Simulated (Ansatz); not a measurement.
The cluster Hg₄O₅⁻, relaxed as a doublet with UKS PBE-D4/def2-SVP in Ansatz, starting from the GFN1-xTB geometry. Force threshold 0.03 eV/Å.

In the def2 sets Hg takes a core potential; there is no spin–orbit coupling. The gap within one spin of the charge -1 doublet nearly closes, so an electron or hole may be smeared out by delocalisation error. The relaxation made no stability test and no search for a lower SCF solution. The structure comes from a short search, and lower isomers may exist.

Start:

```
atom    x (Å)    y (Å)    z (Å)
 Hg1  -3.2276  -0.2467  -2.1087
 Hg2   2.1422   0.3329  -0.9846
 Hg3  -0.7050   0.2177  -2.6997
 Hg4   0.2655  -0.0402   0.7702
  O5   0.5543  -1.3001   2.5647
  O6  -1.1581  -0.0487  -0.7230
  O7   0.6127  -0.2506   3.3948
  O8   1.2142   0.4411  -2.9867
  O9   0.3019   0.8946   2.7729
```

| step | energy (eV) | largest force component (eV/Å) | SCF passes |
| --- | --- | --- | --- |
| 1 | -26921.6054 | 1.747 | 60 |
| 2 | -26922.6435 | 0.869 | 36 |
| 3 | -26923.0674 | 0.904 | 35 |
| 4 | -26923.3954 | 0.836 | 36 |
| 5 | -26923.5101 | 1.046 | 43 |
| 6 | -26923.5906 | 0.816 | 38 |
| 7 | -26923.6723 | 0.379 | 37 |
| 8 | -26923.7318 | 0.220 | 37 |
| 9 | -26923.7640 | 0.187 | 30 |
| 10 | -26923.7955 | 0.280 | 32 |
| 11 | -26923.8339 | 0.498 | 32 |
| 13 | -26923.9428 | 1.054 | 35 |
| 15 | -26924.0685 | 0.737 | 36 |
| 17 | -26924.1379 | 0.251 | 35 |
| 19 | -26924.1628 | 0.332 | 35 |
| 21 | -26924.1777 | 0.051 | 38 |
| 23 | -26924.1854 | 0.206 | 38 |
| 25 (rejected) | -26924.1886 | 0.506 | 45 |
| 27 | -26924.1961 | 0.104 | 37 |
| 29 | -26924.1971 | 0.176 | 36 |
| 31 | -26924.2008 | 0.131 | 36 |
| 33 | -26924.2027 | 0.020 | 36 |
| 35 | -26924.2036 | 0.070 | 31 |
| 37 | -26924.2043 | 0.029 | 31 |
| 39 | -26924.2048 | 0.057 | 30 |
| 41 | -26924.2051 | 0.031 | 31 |
| 42 | -26924.2053 | 0.027 | 30 |

Force components are those of the run's own axes.

End:

```csv
atom,x (Å),y (Å),z (Å)
Hg1,-3.2257,-0.9857,-1.5962
Hg2,3.6893,0.6813,-4.6456
Hg3,0.4987,0.5215,-2.0166
Hg4,-0.3543,0.1422,1.3142
O5,-1.2007,-1.3311,3.5476
O6,-0.8621,-0.1416,-0.5829
O7,-0.3907,-0.5419,4.1452
O8,1.6720,1.1172,-3.4287
O9,0.1735,0.5382,3.2631
```

Bonds lost: Hg2–Hg4, Hg4–O5 (atoms count from 1). Metal–metal contacts that move far: Hg1–Hg3 2.63 to 4.04 Å. The end holds 2 separate pieces.

The force fell under the threshold at step 33, but the optimiser went on and released 0.003 eV more. No frequencies were taken in this run, so the end may be a saddle point.

Run time 3.8 min (4 threads of Arm Neoverse V2 on a shared host).
